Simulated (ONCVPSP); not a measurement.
## Building the ONCV potential for phosphorus (PBE, fully relativistic).

```json
{"Element": "phosphorus", "Generator": "ONCVPSP 4.0.1", "Type": "optimised norm-conserving Vanderbilt (ONCV)", "Functional": "PBE", "Relativity": "fully relativistic", "Frozen core": "[He]", "Valence charge": "13", "Reference configuration": "2s2 2p6 3s2 3p2 (charge +1)", "Partial waves": "2s+3s: rc 0.90 bohr, ncon 4, nbas 8, qcut 11.4 1/bohr, 2 projectors; 2p+3p: rc 0.90 bohr, ncon 4, nbas 7, qcut 19.1 1/bohr, 2 projectors; d scattering state at 0.19 Ha: rc 0.80 bohr, ncon 4, nbas 8, qcut 11.5 1/bohr, 2 projectors, debl 3.2 Ha", "Local potential": "polynomial inside 0.50 bohr (lpopt 1, dvloc0 3 Ha)", "Core correction": "Teter function, fcfact 5.6, rcfact 1.35"}
```

Open shells are filled in proportion to 2j + 1.

All-electron outer shells of the reference configuration (PBE, scalar-relativistic, ld1.x):

| shell | level (eV) | outermost node (bohr) | outermost maximum (bohr) |
| --- | --- | --- | --- |
| 1s | -2095.02 | – | 0.07 |
| 2s | -184.63 | 0.14 | 0.42 |
| 2p | -135.15 | – | 0.36 |
| 3s | -23.29 | 0.65 | 1.56 |
| 3p | -14.22 | 0.64 | 1.76 |

Problem. Estimate the cutoffs (Ha) at which the residual kinetic energy of the hardest occupied pseudo-wave falls to 1 and 0.1 mHa per electron.

Solution. 120 Ha and 138 Ha.

Problem. What does a ghost test show?

Solution. No bound ghost flagged; no localised positive-energy state flagged.

Problem. Tests: 2s2 2p6 3s2 3p3; 2s2 2p6 3s2 3p1; 2s2 2p6 3s2 3p0; 2s1 2p6 3s2 3p3. Which has the largest error in its energy relative to the reference configuration, and how large is it?

Solution. 2s1 2p6 3s2 3p3, with -525 meV (all-electron minus pseudo) on +178.83 eV.
